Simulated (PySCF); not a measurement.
Mapped SMILES: `[CH:1]#[C:2][SiH2:3][S:4][CH2:5][C:6]([CH3:7])([CH3:8])[CH3:9]`; H(Xn) means a hydrogen on atom n.

[PySCF: coordinates at the PBE0-D3(BJ)/def2-SVP level; GIAO PBE0/pcSseg-1 shieldings; rapidly exchanging positions averaged; gas phase; single conformer; no relativistic terms]

Referencing at the same level of theory: ¹³C against TMS.

Do the ¹³C shifts follow the atomic charges (in e)? Tabulate both.

## Answers


| atoms | hybridisation | δ (ppm) | σ para (ppm) | Hirshfeld | IAO | Mulliken | ESP-fitted |
| --- | --- | --- | --- | --- | --- | --- | --- |
| C1 | sp | 105.1 | -182 | -0.08 | -0.18 | -0.19 | -0.33 |
| C2 | sp | 84.8 | -161 | -0.16 | -0.34 | -0.20 | -0.15 |
| C5 | sp3 | 47.9 | -121 | -0.06 | -0.32 | -0.27 | -0.69 |
| C6 | sp3 | 32.4 | -92 | +0.02 | +0.06 | -0.61 | +0.84 |
| C7/C8/C9 | sp3 | 30.4 | -94 | -0.12 | -0.41 | -0.16 | -0.58 |

Correlation coefficients of δ with charge over these carbons: Hirshfeld -0.41, IAO -0.08, Mulliken +0.46, ESP-fitted -0.20; with the paramagnetic shielding -1.00. With so few points, grouped by hybridisation, these coefficients are fragile. Charge is one influence among several: hybridisation and low-lying excitations act through the paramagnetic term.

Shifts are as computed. Against solution values, carbons near 30 ppm lie about +2 ppm off and those near 130 ppm about +5 ppm. Of 1313 compounds with measured shifts, 239 miss one by over three times the rms of a fit or turn the order of signals round; such compounds aren't used in these exercises.
